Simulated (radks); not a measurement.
The numbers below are computed, except where a source is named.
Ionisation of the bismuth ion Bi3+, [Hg], to Bi4+, [Xe] 4f14 5d10 6s1, under several functionals. Dirac Kohn-Sham, spin-unpolarised, spherical densities, point nucleus; a radial shooting solver on a logarithmic mesh with Libxc functionals.

functional                                      E(Bi3+) (hartree)  Exc (hartree)  IE (eV)  -e(HOMO) (eV)  <r> HOMO (bohr)  IE error (eV)
revPBE                                                -21580.1650      -398.2852   45.236         39.840            2.014         -0.134
exchange-only LDA                                     -21559.5726      -377.5007   44.472         39.029            2.022         -0.898
PBEsol                                                -21573.9914      -392.0495   45.465         40.060            2.009         +0.095
PBE                                                   -21579.7320      -397.8452   45.392         39.973            2.015         +0.022
BP86                                                  -21582.1113      -400.2450   45.571         40.169            2.009         +0.201
HCTH/407                                              -21591.7011      -410.2192   45.518         40.124            2.008         +0.148
LDA (Slater exchange, Perdew-Wang correlation)        -21568.1655      -386.1709   45.896         40.446            2.009         +0.526

NIST Atomic Spectra Database: 45.4 eV (measured). Closest: PBE. The Delta-SCF values span 1.42 eV, the total energies 32.13 hartree. The highest occupied level is 6s1/2. Spin polarisation and multiplet splitting are left out, so open shells lie too high by an amount that depends on their filling.

Beside tabulated values, note that spin-unpolarised runs miss the spin-polarisation part of the exchange energy of open shells.
